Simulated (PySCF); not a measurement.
Work out the structure from these simulated measurements.

Formula: C4H7F4Si; charge +1.

| Item | Value |
| --- | --- |
| Polarisability | 72.1 au [PBE0/def2-SVPD] |
| UV, strongest line | among the 6 lowest singlet transitions: S3 at 5.49 eV (226 nm, f = 0.028) [TDDFT PBE0/def2-SVPD] |
| 13C NMR | chemical shifts (computed TMS as zero) by class: 131.1 (1 C), 93.4 (1 C), 40.5 (1 C), 18.8 (1 C) ppm [GIAO PBE0/pcSseg-1] |
| Triplet | lowest triplet excitation (Tamm–Dancoff): 3.95 eV [TDA PBE0/def2-SVPD] |
| NMR, other nuclei | isotropic shieldings of nuclei other than C and H, by class: 224 (3 F), 450 (1 F), -67 (1 Si) ppm [GIAO PBE0/pcSseg-1] |
| UV, first state | lowest singlet excitation: 4.38 eV (283 nm, f = 0.000) [TDDFT PBE0/def2-SVPD] |
| 1H NMR | chemical shifts (computed TMS as zero) by class: 6.24 (2 H), 4.04 (2 H), 2.83 (3 H) ppm [GIAO PBE0/pcSseg-1] |
| Rotational structure | rotational constants A, B, C: 1.839, 0.895, 0.694 GHz [GFN2-xTB] |

Electronic properties: PySCF, gas phase, density fitting. Levels stand in brackets. NMR shifts are as computed; neighbouring signals can stand in another order in a measured spectrum. One conformer (not necessarily the lowest) at the GFN2-xTB geometry, without solvent, vibrations or thermal averaging. NMR classes are plain means over equivalent atoms (diastereotopic ones count apart unless rotation or inversion swaps them), as if these changed places fast.

Q: Give a SMILES that accounts for the data.

A: Numbering: `[CH3:1][Si+:2]([CH2:3][F:4])[CH2:5][C:6]([F:7])([F:8])[F:9]`. 4 carbons fall into 4 classes; from least to most shielded: CF3 carbon [C6] (131.1 ppm), sp3 C–F carbon [C3] (93.4 ppm), sp3 carbon bound to silicon [C5] (40.5 ppm), Si-methyl carbon [C1] (18.8 ppm). Hydrogen classes from least to most shielded: 2 H on an sp3 C–F carbon, C3 (6.24 ppm), 2 H on an sp3 carbon bound to silicon, C5 (4.04 ppm, a mean of values up to 1.4 ppm apart in this geometry), 3 H on an Si-methyl carbon, C1 (2.83 ppm). The other shieldings belong to: 224 ppm, fluorine of a CF3 group [F7/F8/F9]; 450 ppm, alkyl fluorine [F4]; -67 ppm, silicon bonded to 3 C [Si2]. S1 is mainly HOMO→LUMO (weight 0.99); the largest Löwdin shares of the orbital it empties are 0.33 on the alkyl fluorine, 0.25 on the sp3 C–F carbon, 0.17 on the silicon bonded to 3 C and 0.06 on the Si-methyl carbon, of the orbital it fills 0.53 on the silicon bonded to 3 C, 0.11 on the Si-methyl carbon, 0.11 on the sp3 C–F carbon and 0.09 on the sp3 carbon bound to silicon. The optimised geometry has point group C1 and is an asymmetric top. Structure: `C[Si+](CF)CC(F)(F)F`. The assignments are read from this structure; whether some other isomer fits the data as well wasn't checked.

Conformer computed: `[CH3:1][Si+:2]([CH2:3][F:4])[CH2:5][C:6]([F:7])([F:8])[F:9]`: C1–Si2–C3–F4 -162°, C1–Si2–C5–C6 -65°, Si2–C5–C6–F7 -58°.
